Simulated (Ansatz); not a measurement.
Cost and result for the atomization energy of Cl2FH3OSi2 (`F[Si](Cl)(Cl)O[SiH3]`) (9 atoms, 8 bonds).

Z-matrix (Å, degrees):
```
Si
Cl 1 2.022
Cl 1 2.022 2 109.9
F 1 1.574 2 108.1 3 117.8
O 1 1.594 2 111.1 3 -123.3
Si 5 1.649 1 149.9 2 62.2
H 6 1.482 5 109.2 1 -61.9
H 6 1.482 5 109.2 1 58.5
H 6 1.480 5 107.3 1 178.3
```

The species carries charge 0 and has multiplicity 1. Geometry: relaxed with PBE0-D4/def2-TZVP. It is one conformer, not always the lowest. Program: Ansatz. All runs use 4 threads of an Arm Neoverse V1 on a shared host. Times are those of one run each, without the atoms' runs, and a repeat can differ threefold. Electronic energies, without spin–orbit coupling; frozen cores. CCSD(T)/CBS adds CCSD(T) − MP2 in def2-TZVPP to the MP2 limit, and its time is that of the two runs behind it. T1 = 0.010. B3LYP takes the VWN-RPA correlation (the form of Gaussian; ORCA's B3LYP/G). HSE06 is the plane-wave form, built on full-range PBE exchange.

CCSD(T)/CBS is a level of theory with its own doubt, some kJ/mol a heavy atom from the limit and from the frozen cores, so smaller differences don't rank the functionals.

```tsv
level	functions	wall time	atomization (kcal/mol)	difference from CCSD(T)/CBS	per bond
LDA (SPW92)/def2-TZVPP	272	1.8 s	897.1	97.2	12.1
PBE-D4/def2-TZVPP (with forces)	272	3.3 s	794.7	-5.2	-0.7
BHLYP-D4/def2-TZVPP	272	4.8 s	769.6	-30.3	-3.8
HSE06-D4/def2-TZVPP	272	5.5 s	784.6	-15.3	-1.9
CCSD(T)/def2-SVP	115	6.5 s	723.0	-76.9	-9.6
B3LYP-D4/def2-TZVPP (with forces)	272	7.5 s	786.0	-13.9	-1.7
B2PLYP/def2-TZVPP	272	7.5 s	782.1	-17.8	-2.2
PBE-QIDH/def2-TZVPP	272	7.5 s	787.7	-12.2	-1.5
r2SCANh-D4/def2-TZVPP	272	8 s	792.2	-7.7	-1.0
ωB97M-V/def2-TZVPP (with forces)	272	17 s	798.7	-1.2	-0.1
MP2/def2-QZVPP	484	25 s	815.4	15.5	1.9
CCSD(T)/def2-TZVPP	272	4.4 min	773.1	-26.8	-3.3
CCSD(T)/CBS(def2)	–	4.8 min	799.9	0.0	0.0
```

The D4 term adds +11.7 kcal/mol with B3LYP and +6.2 kcal/mol with PBE0; it sums over pairs of atoms, weighted by their polarisabilities, and B3LYP, whose exchange is more repulsive, gets the larger term. Leaving LDA and LC-ωPBE aside and taking each functional with its dispersion term where it has one, the values, not all of them listed here, spread over 31.6 kcal/mol, from BHLYP-D4 to B97M-V. LDA lies +109.5 kcal/mol from PBE without D4, its usual overbinding. From BLYP to BHLYP (50 % exact exchange), in def2-TZVPP and without D4, the atomization energy moves by −7.5 kcal/mol: exact exchange takes away binding that semilocal exchange gives to molecules.
